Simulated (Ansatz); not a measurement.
Question: Name a neutral molecule of C, F, Sn and H with HOMO–LUMO gap (ωB97M-V/def2-TZVPP) between 10.15 and 10.45 eV and ideal-gas entropy at 298 K and 1 bar (rigid rotor, harmonic PBE0-D4/def2-TZVP) between 357 and 373 J/(mol·K) (Ansatz, PBE0-D4/def2-TZVP geometry).

Answer: `C=C[CH2][SnH2][F]` (10.17 eV, 373 J/(mol·K)). Other molecules can fit too; these were computed, each in one conformer that needn't be the lowest.
